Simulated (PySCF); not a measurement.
Be(H)(OH) (BeH₂O), SMILES [BeH][OH].

Geometry optimised at B3LYP-D3(BJ)/def2-TZVPD.

All values below come from HF/def2-TZVPD in PySCF.

Symmetry labels are those of the subgroup Cs that the program uses (full group Cs).

List the valence orbital energies around the gap with their symmetry. (The exact figures need the calculation; the answer reports its results.)


```csv
orbital,symmetry,energy (eV)
HOMO−6,A',-558.99
HOMO−5,A',-126.83
HOMO−4,A',-35.70
HOMO−3,A',-19.37
HOMO−2,A',-14.16
HOMO−1,A",-13.79
HOMO,A',-12.57
LUMO,A',1.21
LUMO+1,A",1.49
LUMO+2,A',1.53
LUMO+3,A',1.73
```
